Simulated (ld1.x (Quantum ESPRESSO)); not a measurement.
## Pseudopotential generation for hydrogen (H): TM, PBE, scalar-relativistic.

ld1.x (Quantum ESPRESSO) 7.5 was run on this input:

```
&input
   title='H', zed=1., rel=1, dft='PBE', iswitch=3,
   config='1s1',
   nld=1, rlderiv=1.65, eminld=-2.0, emaxld=5.0, deld=0.02
 /
 &inputp
   pseudotype=2, tm=.true., lloc=0,
   nlcc=.false.,
   file_pseudopw='H.UPF', file_wfcaegen='ae.wfc', file_wfcncgen='nc.wfc', file_beta='beta', file_chi='chi'
 /
1
1S  1  0   1.00   0.00  1.50  1.50  0.0
 &test
   configts(1)='1s1'
 /
```

Command:

```bash
ld1.x < H.in > H.out
```

Output (shortened: banner, matrices, multipoles, cross overlaps and the repeated all-electron block are left out):

```
Program LD1 v.7.5
     --------------------------- All-electron run ----------------------------

     H
     scalar relativistic calculation

     atomic number is  1.00
     dft =PBE   lsd =0 sic =0 latt =0  beta=0.20 tr2=1.0E-14
     Exchange-correlation= PBE
                           (   1   4   3   4   0   0   0)
     mesh = 929 r(mesh) =  99.48432 a.u. xmin = -7.00 dx = 0.01250
     1 Ry =  13.60569312 eV, c = 137.03599908

     n l     nl                  e(Ry)          e(Ha)          e(eV)
     1 0     1S 1( 1.00)        -0.4772        -0.2386        -6.4927

     final scf error:  1.6E-15 reached in  21 iterations

     Etot =      -0.917879 Ry,      -0.458940 Ha,     -12.488386 eV

     Ekin =       0.894520 Ry,       0.447260 Ha,      12.170568 eV
     Encl =      -1.889285 Ry,      -0.944642 Ha,     -25.705025 eV
     Eh   =       0.579625 Ry,       0.289813 Ha,       7.886206 eV
     Exc  =      -0.502741 Ry,      -0.251370 Ha,      -6.840135 eV

     normalization and overlap integrals

     s(1S/1S) =  1.000000  <r> =   1.6358  <r2> =    3.6635  r(max) =   1.0253

     ------------------------ End of All-electron run ------------------------

     --------------------- Generating NC pseudopotential ---------------------

      Generating local pot.: lloc=0, matching radius rcloc =   1.5000

     ------------------- End of pseudopotential generation -------------------

     Computing logarithmic derivative in   1.65909
     Computing logarithmic derivative in   1.65909
     Computing the partial wave expansion
       no projector for channel:   0

     ---------------------- Testing the pseudopotential ----------------------

     H
     scalar relativistic calculation

     atomic number is  1.00   valence charge is  1.00
     dft =PBE   lsd =0 sic =0 latt =0  beta=0.20 tr2=1.0E-14
     mesh = 929 r(mesh) =  99.48432 xmin = -7.00 dx = 0.01250

     n l     nl             e AE (Ry)        e PS (Ry)    De AE-PS (Ry)
     1 0     1S   1( 1.00)       -0.47721       -0.47721        0.00000

     eps = 8.1E-15  iter = 19

     Etot =      -0.917879 Ry,      -0.458940 Ha,     -12.488386 eV
     Etotps =    -0.915740 Ry,      -0.457870 Ha,     -12.459282 eV

     Ekin =       0.850978 Ry,       0.425489 Ha,      11.578151 eV
     Encl =      -1.844296 Ry,      -0.922148 Ha,     -25.092925 eV
     Ehrt =       0.576952 Ry,       0.288476 Ha,       7.849838 eV
     Ecxc =      -0.499375 Ry,      -0.249688 Ha,      -6.794346 eV

     ---------------------- End of pseudopotential test ----------------------
```

Generation and configuration tests took about 0.24 s on one core of a shared server CPU.

Transferability test of the new file with ld1.x, input:

```
&input
   title='H', zed=1., rel=1, dft='PBE', iswitch=2,
   config='1s1'
 /
 &test
   file_pseudo='H.UPF', nconf=2,
   configts(1)='1s1',
   configts(2)='1s0.5'
 /
```

```bash
ld1.x < H.test.in > H.test.out
```

Pseudopotential blocks of its output, shortened (energy terms left out):

```
     ---------------------- Testing the pseudopotential ----------------------

     n l     nl             e AE (Ry)        e PS (Ry)    De AE-PS (Ry)
     1 0     1S   1( 1.00)       -0.47721       -0.47721        0.00000

     eps = 8.1E-15  iter = 19

     Etot =      -0.917879 Ry,      -0.458940 Ha,     -12.488386 eV
     Etotps =    -0.915740 Ry,      -0.457870 Ha,     -12.459282 eV

     ---------------------- End of pseudopotential test ----------------------

          ---------------------- Testing the pseudopotential ----------------------

     n l     nl             e AE (Ry)        e PS (Ry)    De AE-PS (Ry)
     1 0     1S   1( 0.50)       -0.93203       -0.93057       -0.00146

     eps = 9.0E-15  iter = 15

     Etot =      -0.567897 Ry,      -0.283948 Ha,      -7.726632 eV
     Etotps =    -0.566000 Ry,      -0.283000 Ha,      -7.700824 eV
     dEtot_ae =       0.349982 Ry
     dEtot_ps =       0.349740 Ry,   Delta E=       0.000242 Ry

     ---------------------- End of pseudopotential test ----------------------
```
